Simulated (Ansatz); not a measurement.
`FC(F)(F)c1ccc(-c2ccc(-c3ccc(-c4ccc(C(F)(F)F)s4)s3)s2)s1` with charge +1. The state is a doublet with charge 1. Geometry PBE-D4/def2-SVP, that of the neutral singlet; atoms count from 1.

| atom | x (Å) | y (Å) | z (Å) |
| --- | --- | --- | --- |
| F1 | 7.221 | -5.845 | 0.342 |
| C2 | 6.242 | -5.376 | -0.465 |
| F3 | 6.824 | -4.944 | -1.611 |
| F4 | 5.448 | -6.422 | -0.806 |
| C5 | 5.473 | -4.290 | 0.221 |
| C6 | 5.704 | -3.768 | 1.482 |
| C7 | 4.781 | -2.751 | 1.832 |
| C8 | 3.844 | -2.492 | 0.830 |
| C9 | 2.772 | -1.522 | 0.842 |
| C10 | 2.618 | -0.421 | 1.686 |
| C11 | 1.444 | 0.322 | 1.431 |
| C12 | 0.675 | -0.191 | 0.383 |
| C13 | -0.568 | 0.300 | -0.157 |
| C14 | -1.335 | -0.203 | -1.211 |
| C15 | -2.508 | 0.546 | -1.460 |
| C16 | -2.665 | 1.637 | -0.604 |
| C17 | -3.724 | 2.617 | -0.555 |
| C18 | -3.868 | 3.716 | 0.293 |
| C19 | -5.049 | 4.462 | 0.049 |
| C20 | -5.807 | 3.936 | -0.983 |
| C21 | -7.106 | 4.459 | -1.513 |
| F22 | -7.022 | 4.797 | -2.824 |
| F23 | -7.489 | 5.559 | -0.827 |
| F24 | -8.102 | 3.543 | -1.414 |
| S25 | -5.075 | 2.514 | -1.665 |
| S26 | -1.329 | 1.723 | 0.526 |
| S27 | 1.428 | -1.630 | -0.274 |
| S28 | 4.125 | -3.519 | -0.559 |
| H29 | 6.514 | -4.128 | 2.131 |
| H30 | 4.775 | -2.232 | 2.800 |
| H31 | 3.358 | -0.156 | 2.453 |
| H32 | 1.156 | 1.225 | 1.988 |
| H33 | -1.044 | -1.094 | -1.783 |
| H34 | -3.233 | 0.303 | -2.249 |
| H35 | -3.131 | 3.967 | 1.069 |
| H36 | -5.349 | 5.360 | 0.604 |

Single mean-field runs in def2-TZVP are fitted with def2-universal-jkfit.

(1) Estimate the Mulliken populations of the heavy atoms from the PBE0/def2-TZVP orbitals of Ansatz.

(2) Where does the spin sit?

(3) And the Mayer bond orders between heavy atoms (over 0.3)?

Results:

(1) 
```
atom  charge (e)  spin (α − β)
  F1       -0.14          0.00
  C2        0.43         -0.01
  F3       -0.14          0.00
  F4       -0.14          0.00
  C5       -0.05          0.14
  C6       -0.10         -0.05
  C7       -0.22          0.11
  C8        0.03         -0.02
  C9        0.21          0.18
 C10       -0.17          0.01
 C11       -0.14          0.08
 C12        0.07          0.09
 C13        0.09          0.10
 C14       -0.14          0.09
 C15       -0.13          0.00
 C16        0.19          0.19
 C17       -0.01         -0.02
 C18       -0.19          0.11
 C19       -0.10         -0.04
 C20       -0.05          0.14
 C21        0.43         -0.01
 F22       -0.14          0.00
 F23       -0.14          0.00
 F24       -0.14          0.00
 S25        0.10          0.00
 S26        0.04         -0.04
 S27        0.06         -0.04
 S28        0.10          0.00
```
Mulliken values depend strongly on the basis.

(2) Summed by element: F 0.01, C 1.09, S -0.08, H -0.02, of 1 unpaired in all. Largest on single atoms: C16 0.19, C9 0.18, C20 0.14.

(3) F1–C2 1.16 (1.35 Å); C2–F3 1.16 (1.36 Å); C2–F4 1.16 (1.36 Å); C2–C5 1.00 (1.50 Å); C5–C6 1.49 (1.38 Å); C5–S28 1.29 (1.74 Å); C6–C7 1.34 (1.42 Å); C7–C8 1.45 (1.40 Å); C8–C9 0.98 (1.45 Å); C8–S28 1.25 (1.75 Å); C9–C10 1.37 (1.40 Å); C9–S27 1.25 (1.75 Å); C10–C11 1.44 (1.41 Å); C11–C12 1.30 (1.40 Å); C12–C13 1.13 (1.44 Å); C12–S27 1.25 (1.75 Å); C13–C14 1.28 (1.40 Å); C13–S26 1.24 (1.75 Å); C14–C15 1.44 (1.41 Å); C15–C16 1.30 (1.40 Å); C16–C17 1.05 (1.44 Å); C16–S26 1.26 (1.75 Å); C17–C18 1.38 (1.40 Å); C17–S25 1.26 (1.75 Å); C18–C19 1.34 (1.42 Å); C19–C20 1.48 (1.38 Å); C20–C21 1.00 (1.50 Å); C20–S25 1.29 (1.74 Å); C21–F22 1.16 (1.36 Å); C21–F23 1.16 (1.35 Å); C21–F24 1.16 (1.36 Å).
